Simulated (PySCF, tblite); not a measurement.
C₃H₄Cl₂Si.
Numbering: `[CH:1]#[C:2][SiH2:3][CH:4]([Cl:5])[Cl:6]` (hydrogens: H7 on C1; H8, H9 on Si3; H10 on C4)

Structure used (GFN2-xTB), in Å, numbered top down from 1:
```
atom  x, y, z in Å
C1    -1.396    1.642    1.806
C2    -0.968    0.658    1.264
Si3   -0.337   -0.858    0.420
C4     1.153   -0.244   -0.646
Cl5    1.946   -1.637   -1.415
Cl6    0.577    0.881   -1.898
H7    -1.765    2.507    2.279
H8     0.200   -1.817    1.385
H9    -1.326   -1.412   -0.499
H10    1.926    0.284   -0.090
```

Level of theory: PBE0/def2-SVPD in PySCF (dipole) on a GFN2-xTB geometry, gas phase.

Take the most abundant isotopes and a rigid rotor. The values belong to one conformer with, in the numbering `[CH:1]#[C:2][SiH2:3][CH:4]([Cl:5])[Cl:6]`, C2–Si3–C4–Cl5 175°.

**Question.** Give the principal moments of inertia and the rotational constants in MHz.

**Answer.** Ia = 172.77, Ib = 443.06, Ic = 580.39 u·Å²; 505379 MHz·u·Å²/I gives A = 2925, B = 1141, C = 870.8 MHz.

**Question.** Classify the top.

**Answer.** An asymmetric top: κ = (2 × 1141 − 2925 − 870.8)/(2925 − 870.8) = -0.74.

**Question.** Is it planar, by Δ = Ic − Ia − Ib?

**Answer.** Not planar: Δ = Ic − Ia − Ib = -35.43 u·Å². For a rigid frame Δ = −2 Σ m c², so Σ m c² = 17.72 u·Å² lies off the ab plane: 6.31 from hydrogen and 11.41 from heavier atoms. The atom farthest from that plane is 1.85 Å away.

**Question.** Which types of transition are allowed, and where do some lines up to J = 5 fall?

**Answer.** The dipole components are |μa| = 1.94 D, |μb| = 0.70 D, |μc| = 0.69 D. Intensities carry the squares of the components, which stand as 1.00 : 0.13 : 0.13 (a : b : c). Some lines, for components of 0.1 D or more:

```tsv
type	branch	J(Ka,Kc)	MHz	lower level (cm⁻¹)
c	Q	5(1,5) ← 5(0,5)	619	0.976
a	Q	2(1,1) ← 2(1,2)	810	0.252
b	R	3(1,2) ← 2(2,1)	1067	0.457
c	Q	2(1,2) ← 2(0,2)	1543	0.200
b	R	1(1,1) ← 0(0,0)	3796	0.000
a	R	2(0,2) ← 1(0,1)	3994	0.067
c	R	1(1,0) ← 0(0,0)	4066	0.000
c	Q	4(2,3) ← 4(1,3)	4468	0.777
c	Q	2(2,1) ← 2(1,1)	5354	0.279
a	R	3(1,3) ← 2(1,2)	5613	0.252
a	R	3(0,3) ← 2(0,2)	5923	0.200
a	R	3(2,1) ← 2(2,0)	6146	0.458
c	R	2(1,1) ← 1(0,1)	6347	0.067
a	R	4(0,4) ← 3(0,3)	7779	0.398
a	R	4(2,3) ← 3(2,2)	8024	0.659
c	Q	4(3,2) ← 4(2,2)	9282	0.940
c	R	2(2,0) ← 1(1,0)	9675	0.136
a	R	5(4,2) ← 4(4,1)	10120	1.696
c	R	4(1,3) ← 3(0,3)	11373	0.398
b	Q	5(4,2) ← 5(3,3)	13374	1.588
b	Q	4(4,1) ← 4(3,2)	13390	1.249
c	R	4(2,3) ← 3(1,3)	14609	0.439
b	R	3(3,1) ← 2(2,0)	15620	0.458
b	R	4(3,1) ← 3(2,2)	17725	0.659
b	R	5(3,3) ← 4(2,2)	19418	0.940
c	R	5(3,3) ← 4(2,3)	19825	0.926
c	R	5(5,1) ← 4(4,1)	27337	1.696
```

**Question.** Estimate the classical rotational partition function at 25 K, 50 K and 500 K.

**Answer.** Point group C1, symmetry number σ = 1; q = (√π/σ)·√((kT/h)³/(ABC)), k/h = 20836.6 MHz/K: 12400 at 25 K, 35000 at 50 K, 1110000 at 500 K.

Its GFN2-xTB frequencies are all real (lowest 36 cm⁻¹). Zero-point vibration and centrifugal distortion are left out. Quadrupole hyperfine structure (35Cl) is left out.
